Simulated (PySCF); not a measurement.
A structure optimised at PBE-D3(BJ)/def2-SVP, used in a PySCF frequency run:

```
C
F 1 1.3997
H 1 1.1156 2 106.83
C 1 1.4671 3 108.47 2 118.38
C 4 1.2218 3 149.60 1 -178.37
H 5 1.0812 3 160.82 1 -179.67
C 1 1.5253 3 109.87 2 -117.97
H 7 1.1071 1 109.96 3 179.34
H 7 1.1072 8 109.02 1 120.19
H 7 1.1074 8 108.65 9 118.60
```
Charge 0, spin multiplicity 1.

Problem. Write its SMILES and formula.

Solution. C#C[C@H](C)F, C4H5F

Problem. What are its rotational constants (standard atomic weights)?

Solution. 8.7420, 3.7962, 2.8552 GHz
